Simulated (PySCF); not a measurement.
Diatomic cations of Rb with the fourth-period p block

PBE0 with double-zeta basis sets in PySCF, for the lowest determinant that a PBE0 search found; no spin–orbit coupling. De refers to high-spin ground-configuration atoms (the charge goes to the atom of lower measured ionisation energy or higher electron affinity, which is not always the lowest computed limit). A positive dipole points towards Rb; it is taken about the centre of mass and depends on that origin.

```json
{"M": "Ge", "basis": "def2-SVP", "charged atom": "Rb+", "state (unpaired electrons)": "triplet (σ ↑, π ↑)", "Re (Å)": "3.895", "ωe (cm⁻¹)": "54.7", "De (eV)": "0.27", "μ (D)": "6.83"}
{"M": "As", "basis": "def2-SVP", "charged atom": "Rb+", "state (unpaired electrons)": "quartet (σ ↑, π ↑↑)", "Re (Å)": "3.841", "ωe (cm⁻¹)": "46.9", "De (eV)": "0.14", "μ (D)": "7.36"}
{"M": "Se", "basis": "def2-SVP", "charged atom": "Rb+", "state (unpaired electrons)": "triplet (π ↑↑)", "Re (Å)": "3.634", "ωe (cm⁻¹)": "71.7", "De (eV)": "0.36", "μ (D)": "6.99"}
```

The shortest bond is that of RbSe⁺ (3.634 Å), the longest that of RbGe⁺ (3.895 Å).

The state changes along the series, so neighbouring rows are not always alike in their bonding.

Weak bonds: RbAs⁺, RbGe⁺, RbSe⁺. Basis-set superposition, not corrected here, can be much of De in a small basis, most of all at correlated wavefunction levels. Spin–orbit coupling is left out. For an ion De counts to the pair picked by the measured ionisation energies or electron affinities, which need not be the lowest pair at this level. States were picked by a PBE0 search and need not be the measured ground states.
